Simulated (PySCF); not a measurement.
CsI, SMILES [I][Cs].

The structure is a stationary point at PBE0-D3(BJ)/def2-TZVPD. The def2 effective core potentials stand for the cores of Cs, I; spin–orbit coupling is left out.

All values below come from PBE0-D3(BJ)/def2-TZVPD in PySCF.

Frequencies are harmonic and unscaled.

**Question.** Give all harmonic wavenumbers and intensities. (The exact figures need the calculation; the answer reports its results.)

**Answer.** 
| mode | ν (cm⁻¹) | IR (km/mol) | moving atoms (share of kinetic energy) |
|---|---|---|---|
| 1 | 116 | 20.7 | I 51 %, Cs 49 % |
